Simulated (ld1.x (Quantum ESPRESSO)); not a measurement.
## Before and after: TM potential for lithium

Li (Z = 3), norm-conserving Troullier–Martins (Kleinman–Bylander form), made with ld1.x (Quantum ESPRESSO) 7.5 (LDA (PZ), scalar-relativistic). Core [He], reference 2s1 2p0. Waves: 2s (bound): rc 3.40 bohr; 3d channel at 0.05 Ry: rc 3.35 bohr; 2p (bound, empty): rc 4.20 bohr. Local part: the p channel. Core correction: Bessel-smoothed model core inside 2.25 bohr.

All-electron outer shells of the reference configuration (LDA (PZ), scalar-relativistic, ld1.x):

```json
{"shell": "1s", "level (eV)": "-51.10", "outermost node (bohr)": "–", "outermost maximum (bohr)": "0.36"}
{"shell": "2s", "level (eV)": "-2.88", "outermost node (bohr)": "0.84", "outermost maximum (bohr)": "3.12"}
{"shell": "2p", "level (eV)": "-1.13", "outermost node (bohr)": "–", "outermost maximum (bohr)": "3.91"}
```

Change: all radii but the core radius scaled by about 1.17 (s 3.98, p 4.92, d 3.92 bohr).

Cutoffs: the cutoffs (Ry, on a coarse ladder) from which the occupation-weighted sum of valence levels, in a spherical-Bessel basis at the reference potential, stays within 10 and 1 mRy of its value at 400 Ry; they do not see the model core or the augmentation charge, which bear on the density cutoff. Errors are all-electron minus pseudo energies relative to the spin-unpolarised reference configuration.

**Question.** Predict the effect on cutoff, ghosts and configuration errors.

**Answer.** Both files are so soft that the ladder of cutoffs tells neither apart; of the 4 tests that both files solve, the error grows in 2 and shrinks in 1 by more than 15 % and 0.3 meV (median size 1.0 → 0.8 meV); neither file shows a bound ghost.

```csv
quantity,base,changed
"cutoff, loose",6 Ry,6 Ry
"cutoff, tight",6 Ry,6 Ry
bound ghosts,none,none
"error for 2s0.5 2p0, meV [ΔE 2.04 eV]",+0.5,-0.5
"error for 2s0 2p1, meV [ΔE 1.75 eV]",-7.2,-15
"error for 2s1 2p0 (spin-polarised), meV [ΔE -0.23 eV]",+1.4,-0.1
"error for 2s0.5 2p0 (spin-polarised), meV [ΔE 1.95 eV]",+0.7,-1.1
```
